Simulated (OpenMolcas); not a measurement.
Computed levels of 3d2 in ions with 20 electrons, in cm-1 above 3F2.

```json
{
 "Program": "OpenMolcas 26.06",
 "Method": "SS-CASPT2, IPEA 0.25 Eh, imaginary shift 0.1 Eh",
 "Basis": "ANO-RCC-VQZP",
 "Scalar Hamiltonian": "DKH2, point nucleus",
 "Spin-orbit coupling": "RASSI with atomic mean-field integrals over the reference wave functions, term energies averaged over their components"
}
```

Active space for each ion: 2 electrons in 5 orbitals (3d); closed shells correlated by CASPT2: 3s 3p.

```
Level   Ti2+    V3+   Mn5+   Co7+
  3F3    197    323    732   1440
  3F4    452    738   1654   3210
  1D2   7580  10500  15270  19610
  3P0  10970  13680  18650  23090
  3P1  11040  13790  18910  23630
  3P2  11170  14030  19490  24870
  1G4  14260  18620  26150  33040
  1S0  31540  42390  60460  76410
```

**Question.** Estimate 3F4, 1D2, 3P0 for Cr4+ from its neighbours V3+ and Mn5+.

**Answer.** 3F4 is fine structure, which grows about as the fourth power of a screened charge, so the fourth roots are averaged: ((738^0.25 + 1654^0.25) / 2)^4 = 1128. The calculation gives 1148, so the estimate is off by -1.7 %; the measured value is 1142 (Sugar and Corliss, J. Phys. Chem. Ref. Data 6, 317 (1977)).
1D2 is another term, which grows about linearly with the charge: (10500 + 15270) / 2 = 12885. The calculation gives 12990, so the estimate is off by -0.8 %; the measured value is 13188 (Sugar and Corliss, J. Phys. Chem. Ref. Data 6, 317 (1977)).
3P0 is another term, which grows about linearly with the charge: (13680 + 18650) / 2 = 16165. The calculation gives 16260, so the estimate is off by -0.6 %; the measured value is 15492 (Sugar and Corliss, J. Phys. Chem. Ref. Data 6, 317 (1977)).

CASPT2 breaks the degeneracy within a term, and the mean is taken; among the terms shown or strongly mixed into the levels shown the widest spread is 930 cm-1 (3d2 1G, Cr4+). Computed and measured levels are paired by configuration, term and J; levels that our copy of the source lacks, or whose pairing is in doubt (as where it misses far off the trend of its configuration), stay unpaired and out of the deviations. Levels of configurations outside the active space are missing.
